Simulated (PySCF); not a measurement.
**Neon: a sound run and one with changed settings**

Sound run: Ne⁺ [He] 2s2 2p5, Ne²⁺ [He] 2s2 2p4. Calculation: PySCF 2.14, in def2-TZVP; the non-relativistic Hamiltonian (point nucleus). The sound run starts from symmetry-adapted Hartree-Fock orbitals and uses a fine grid where one is needed.

A second run was set up differently.

| species | method | sound run (hartree) | changed run (hartree) | converged |
| --- | --- | --- | --- | --- |
| Ne⁺ | UHF | -127.81851 | -127.81851 | yes |
| Ne⁺ | BP86 | -128.16853 | -128.15941 | yes |
| Ne⁺ | r2SCAN | -128.13829 | -128.16913 | yes |
| Ne²⁺ | UHF | -126.37482 | -126.37482 | yes |
| Ne²⁺ | BP86 | -126.65253 | -126.64714 | yes |
| Ne²⁺ | r2SCAN | -126.62654 | -126.65351 | yes |

Ionisation energy of Ne⁺:

```json
{"method": "UHF", "sound run (eV)": "39.285", "changed run (eV)": "39.285"}
{"method": "BP86", "sound run (eV)": "41.253", "changed run (eV)": "41.151"}
{"method": "r2SCAN", "sound run (eV)": "41.137", "changed run (eV)": "41.242"}
```

What was changed?
A. radial grid too coarse
B. level shift left on
C. basis contracted for another Hamiltonian
D. too few SCF iterations

A. It used radial step 0.8 in ln r (0.13 in the sound run). A coarse radial grid mis-integrates the density and the exchange-correlation energy, with errors of either sign; Hartree-Fock needs no grid.
